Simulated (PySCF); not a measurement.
# Two-component Hartree-Fock for Re³⁺ (rhenium, charge +3)

Start: [Xe] 4f14 5d4; 5d5/2 filled at m_j = -1/2, +1/2, +3/2, +5/2. Calculated with PySCF 2.14 in x2c-TZVPall-2c with one added diffuse shell each of s, p, d type (12s12p11d2f, 117 functions): generalised Hartree-Fock with the X2C-1e Hamiltonian and a Gaussian nucleus; spin-orbit coupling (SO) screened by Boettger's factors. This is a chosen level, not necessarily the ground level.

```
spinor shell  electrons  ε, screened SO (eV)  weight of nominal j (screened SO)  rms radius, screened SO (bohr)
       1s1/2          2             -72075.5                              1.000                          0.0204
       2s1/2          2             -12662.1                              1.000                          0.0824
       2p1/2          2             -12095.5                              1.000                          0.0700
       2p3/2          4             -10650.1                              1.000                          0.0775
       3s1/2          2              -3017.4                              1.000                           0.210
       3p1/2          2              -2765.0                              1.000                           0.202
       3p3/2          4              -2445.9                              1.000                           0.217
       3d3/2          4              -2026.9                              1.000                           0.192
       3d5/2          6              -1958.1                              1.000                           0.196
       4s1/2          2              -686.43                              1.000                           0.469
       4p1/2          2              -579.91                              1.000                           0.476
       4p3/2          4              -504.60                              1.000                           0.509
       4d3/2          4              -329.25                              0.999                           0.531
       4d5/2          6              -314.87                              0.999                           0.543
       5s1/2          2              -130.27                              1.000                            1.11
       5p1/2          2              -95.982                              0.946                            1.22
       4f5/2          6              -91.512                              0.985                           0.636
       5p3/2          4              -82.848                              0.966                            1.30
       5d5/2          4              -40.146                              0.557                            1.79
```

Q: Where does 4f7/2 lie, and what is the 4f spin-orbit splitting (screened SO)?

A: At -88.947 eV, 2.564 eV above 4f5/2.

```
   quantity   screened SO
E (hartree)  -16698.89643
        M_J             4
       ⟨J²⟩        20.043
       ⟨L²⟩         6.949
       ⟨S²⟩         5.651
```

Each row is a mean over spinors that exchange with the open shell spreads, by up to 7.723 eV (5p3/2).

Rows whose weight is well below 1 are mixtures of j = l ± 1/2: exchange outweighs spin-orbit coupling there, and the label is only the starting occupation.

Breit and QED terms are absent; they matter most for the inner s and p1/2 levels.

Densities and radii are taken from the X2C orbitals without a picture-change correction, which distorts them close to the nucleus.
